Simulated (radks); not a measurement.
Values are calculated unless marked as measured or tabulated.
Question: These are the eigenvalues of the occupied orbitals of an atom or ion with whole-number occupations (eV). Code: a radial shooting solver on a logarithmic mesh with Libxc functionals. Model: scalar-relativistic Kohn-Sham, r2SCAN, spin-polarised, spherical densities, finite nucleus; meta-GGA in the generalised Kohn-Sham scheme; Fermi nuclear charge, rms radius of each element as measured or else 0.836 A^(1/3) + 0.57 fm.

orbital  eigenvalue
1s down   -31724.79
1s up     -31724.79
2s down   -4915.162
2s up     -4915.160
2p down   -4413.334
2p up     -4413.333
3s up     -1016.317
3s down   -1016.307
3p up     -852.0699
3p down   -852.0597
3d up     -604.1684
3d down   -604.1606
4s up     -207.6506
4s down   -207.6018
4p up     -156.4899
4p down   -156.4356
4d up      -81.5020
4d down    -81.4303
5s down    -49.4906
5s up      -49.4567
6f up       -6.5310

Which element is it, and in what charge state? The configuration may be excited. Open shells, if any, are filled with parallel spins first.

Answer: Z = 52, tellurium, charge +3: Te3+ in [Kr] 4d10 5s2 6f1. The list shows which subshells hold electrons but not how many an open one holds; the 1s level, -1165.9 hartree, gives Z - s = 48.3 by -(Z - s)^2/2, which with screening and relativity narrows Z to a few neighbours, and the depths of the outer levels then fix element, charge and occupations together.
